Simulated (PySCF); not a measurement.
**One molecule, a ladder of functionals, a line**

Molecule: `BNBC=C`, C2H7B2N.

Geometry:
```tsv
atom	x (Å)	y (Å)	z (Å)
B1	2.523	0.236	-0.354
N2	1.261	-0.383	-0.193
B3	0.010	0.277	0.012
C4	-1.314	-0.515	0.173
C5	-2.487	0.112	0.356
H6	3.505	-0.451	-0.521
H7	2.593	1.441	-0.321
H8	1.241	-1.399	-0.226
H9	0.007	1.486	0.057
H10	-1.324	-1.614	0.138
H11	-3.435	-0.424	0.470
H12	-2.537	1.206	0.399
```

GIAO shieldings (ppm, equivalent atoms averaged) in PySCF 2.14.0 with density-fitted response routines on the PBE0-D3(BJ)/def2-SVP geometry, basis pcSseg-2, gas phase, non-relativistic:

```tsv
functional	exact exchange (%)	σ(B1)	σ(B3)	σ(N2)	σ(C5)
BLYP	0	38.9	42.7	58.8	15.7
BP86	0	41.1	45.6	63.2	18.6
PBE	0	39.7	44.4	61.8	18.1
B3LYP	20	43.4	46.7	68.9	18.1
mPW1PW91	25	46.1	49.8	75.1	21.1
BHandHLYP	50	50.5	53.1	82.9	22.4
HF	100	64.0	65.3	105.7	31.8
```

(1) Fit each shielding as a line in the percentage of exact exchange.

(2) What does the line predict for PBE0 (25 %), and what does the run give?

## Answers

(1) σ(B1) = 39.6 + 0.24 x (rms 0.9 ppm); σ(B3) = 43.9 + 0.21 x (rms 1.1 ppm); σ(N2) = 61.4 + 0.44 x (rms 1.7 ppm); σ(C5) = 16.9 + 0.14 x (rms 1.3 ppm). The functionals also differ in their semilocal parts, which the line can't hold; Hartree–Fock has no correlation at all.

(2) σ(B1): 45.6 predicted, 45.7 computed; σ(B3): 49.1 predicted, 49.5 computed; σ(N2): 72.4 predicted, 74.7 computed; σ(C5): 20.4 predicted, 21.5 computed ppm.
